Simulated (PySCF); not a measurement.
A structure optimised at B3LYP-D3(BJ)/def2-SVP, used in a PySCF frequency run:

```xyz
9

C     -2.2300     0.3652     0.0000
C     -0.7702     0.0340     0.0000
Br     0.4217     1.5100     0.0000
C     -0.2962    -1.2203     0.0000
F     -1.1317    -2.2606     0.0000
Cl     1.3542    -1.7029     0.0000
H     -2.8336    -0.5524     0.0000
H     -2.4919     0.9625    -0.8882
H     -2.4919     0.9625     0.8882
```

Task: Write its SMILES, formula and point group.

Result: C/C(Br)=C(\F)Cl, C3H3BrClF, Cs

Task: What are its rotational constants (standard atomic weights)?

Result: 2.6264, 1.2473, 0.85019 GHz
